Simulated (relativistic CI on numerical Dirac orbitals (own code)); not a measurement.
## Fe7+: resonant inelastic scattering at the L2,3 edge

Computed with this model: Dirac-Coulomb-Breit CI, separate exchange-only KLI orbitals for each configuration, a model potential for QED, valence Slater integrals scaled by 0.8, Kramers-Heisenberg scattering through one core-hole configuration in a parametric crystal field; configurations [Ar] 3d → [He] 2s2 2p5 3s2 3p6 3d2; 300 K; core-hole width 0.4 eV; summed over polarisations. Incident energies are the highest absorption maxima for each field (at most a few, so the weaker spin-orbit partner edge can be absent), on the computed scale of the free ion. Intensities are in per cent of the strongest line above 0.02 eV; levels within 1 cm⁻¹ are merged; final levels count from the ground level, the first row holds all elastic scattering, lines under 0.4 are left out and each table stops after 24 rows. The scale of the Slater integrals is a model choice and moves the terms in proportion.

Field parameters in Wybourne normalisation: D3d B²₀ = −7Dσ, B⁴₀ = −14Dq − 21Dτ, B⁴₃ = −14√(10/7) Dq. The field is a parameter set, without covalency.

S is read from ⟨S²⟩ = S(S + 1).

D3d, 10Dq = 24100, Dσ = 980, Dτ = -150 cm⁻¹:

| Final level (eV) | Degeneracy | Irrep | S | 733 eV | 743.9 eV | 744.6 eV |
| --- | --- | --- | --- | --- | --- | --- |
| 0.000 | 2 | Γ4 | 0.50 | 121.6 | 244.2 | 108.6 |
| 0.206 | 2 | Γ5+Γ6 | 0.50 | 60.0 | 73.6 | 27.2 |
| 0.296 | 2 | Γ4 | 0.50 | 12.5 | 100.0 | 79.7 |
| 3.107 | 2 | Γ5+Γ6 | 0.50 | 19.0 | 9.6 | 42.6 |
| 3.126 | 2 | Γ4 | 0.50 | 9.7 | 23.9 | 28.2 |

D3d, 10Dq = 29000, Dσ = -470, Dτ = 0 cm⁻¹:

```csv
Final level (eV),Degeneracy,Irrep,S,733 eV,733.5 eV,744.2 eV
0.000,2,Γ5+Γ6,0.50,143.8,115.7,252.7
0.071,2,Γ4,0.50,29.7,54.0,100.0
0.250,2,Γ4,0.50,34.2,38.1,98.8
3.708,2,Γ4,0.50,21.9,20.2,15.1
3.714,2,Γ5+Γ6,0.50,19.2,11.8,29.5
```

For the first field the strongest loss at the lowest incident energy is the level at 0.21 eV (S = 0.50, against 0.50 in the thermal ground state).
